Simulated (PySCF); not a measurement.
Ligands exchanged one at a time, Ga Cl-H. All species are isolated molecules in the gas phase. Strings in code marks are SMILES.

Quantity: vertical ionisation energy (energy after one electron is removed minus that of the parent at the parent's geometry), in eV.

A: `[Cl][GaH2]`
B: `[GaH3]`
C: `[Cl][GaH][Cl]`

**Question.** Rank these by vertical ionisation energy (energy after one electron is removed minus that of the parent at the parent's geometry) (lowest first), as B3LYP/6-31G* // PBE-D3(BJ)/def2-TZVP (PySCF) gives it.

**Answer.** A (10.78 eV), B (11.27 eV), C (11.29 eV)
